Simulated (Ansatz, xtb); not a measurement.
**Ranking isomers of C4H6SSe**

7 gas-phase structures of C4H6SSe, from a drawn sample of its isomers (lower ones may exist). Each was relaxed with GFN2-xTB:

A. `S=C1CC[Se]C1`, a singlet
B. `C1=CSC[Se]C1`, a singlet
C. `C=CC(=S)[Se]C`, a singlet
D. `C[C@@H]1SC=C[Se]1`, a singlet
E. `C1=C[Se]CCS1`, a singlet
F. `C=C1SCC[Se]1`, a singlet
G. `S=C1CCC[Se]1`, a singlet

Q: Which do you expect lowest at r2SCAN-D4/def2-SVP, and how would the others follow?

A: Calculated order at r2SCAN-D4/def2-SVP: G (0.0), A (42.6), D (54.9), F (55.9), E (57.0), B (76.2), C (88.1) kJ/mol. Less than 1 kcal/mol parts D and F; F and E, so the order within those pairs means little.

Energies above the lowest of each column, in kJ/mol; the last columns are at B3LYP/def2-SVP geometries and were run for some of them only (a dash: not run or not comparable):

| structure | GFN2-xTB | HF/STO-3G | r2SCAN-D4/def2-SVP | B3LYP/def2-SVP | CCSD(T)/def2-SVP + ΔMP2/def2-TZVPP |
| --- | --- | --- | --- | --- | --- |
| G | 0.0 | 0.0 | 0.0 | 0.0 | 0.0 |
| A | 24.1 | 38.8 | 42.6 | 34.9 | 29.2 |
| D | 54.2 | 10.1 | 54.9 | 50.5 | – |
| F | 61.6 | 6.3 | 55.9 | 50.5 | 36.3 |
| E | 56.3 | 14.1 | 57.0 | 50.6 | – |
| B | 73.9 | 40.9 | 76.2 | 67.4 | – |
| C | 105.8 | 202.4 | 88.1 | – | – |

Every level run on G puts it lowest or level with the lowest. Flexible structures stand in one conformer each, not always the lowest. Frequencies (GFN2-xTB) were run for A, F, G alone. The ΔMP2 step shifts differences by up to 17.6 kJ/mol, which makes them less sure. ΔMP2 is the change of the MP2 energy from the smaller to the larger basis.

Over these structures GFN2-xTB departs from r2SCAN-D4/def2-SVP by 6.6 kJ/mol on average once a common shift is removed. A GFN2-xTB relaxation took about 0.12 s and the r2SCAN-D4/def2-SVP energy about 2.1 s on a shared host (Ansatz 0.2.0, xtb 6.7.1).
